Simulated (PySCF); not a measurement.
# Electron correlation in Hg (mercury, neutral)

[Xe] 4f14 5d10 6s2, closed-shell 1S. Computed with PySCF 2.14 in ANO-RCC-VTZP (8s7p5d3f1g, 84 functions), with scalar relativity by spin-free X2C-1e. Frozen: [Xe] 4f14; 12 electrons correlated.

| level | correlation energy (mhartree) |
| --- | --- |
| CCSD | -394.15 |
| (T) | -16.47 |
| CCSD(T) | -410.62 |

Diagnostics: T1 = 0.016, D1 = 0.0503, largest double amplitude 0.050.

Cost of the coupled-cluster step: roughly 0.7 core-seconds, for 12 correlated electrons.

Iterations:

```
CC2 = 0
CCSD nocc = 6, nmo = 50
frozen orbitals [0, 1, 2, 3, 4, 5, 6, 7, 8, 9, 10, 11, 12, 13, 14, 15, 16, 17, 18, 19, 20, 21, 22, 23, 24, 25, 26, 27, 28, 29, 30, 31, 32, 33]
max_cycle = 100
direct = 0
conv_tol = 1e-08
conv_tol_normt = 1e-06
diis_space = 8
diis_start_cycle = 0
Init t2, MP2 energy = -19619.6139561317  E_corr(MP2) -0.427176083482002
Init E_corr(CCSD) = -0.427176083482135
cycle = 1  E_corr(CCSD) = -0.382250738488519  dE = 0.044925345  norm(t1,t2) = 0.0506843
cycle = 2  E_corr(CCSD) = -0.394223650675541  dE = -0.0119729122  norm(t1,t2) = 0.014492
cycle = 3  E_corr(CCSD) = -0.393178241503113  dE = 0.00104540917  norm(t1,t2) = 0.00576822
cycle = 4  E_corr(CCSD) = -0.394147961026773  dE = -0.000969719524  norm(t1,t2) = 0.00185058
cycle = 5  E_corr(CCSD) = -0.394163277239362  dE = -1.53162126e-05  norm(t1,t2) = 0.000128211
cycle = 6  E_corr(CCSD) = -0.394151904403194  dE = 1.13728362e-05  norm(t1,t2) = 3.88503e-05
cycle = 7  E_corr(CCSD) = -0.394151724179472  dE = 1.80223722e-07  norm(t1,t2) = 5.17353e-06
cycle = 8  E_corr(CCSD) = -0.39415219693968  dE = -4.72760208e-07  norm(t1,t2) = 6.88996e-07
cycle = 9  E_corr(CCSD) = -0.394152150604679  dE = 4.63350006e-08  norm(t1,t2) = 1.26898e-07
cycle = 10  E_corr(CCSD) = -0.394152146993752  dE = 3.61092783e-09  norm(t1,t2) = 1.70081e-08
CCSD converged
E(CCSD) = -19619.5809321952  E_corr = -0.3941521469937516
CCSD(T) correction = -0.0164745139939175
```
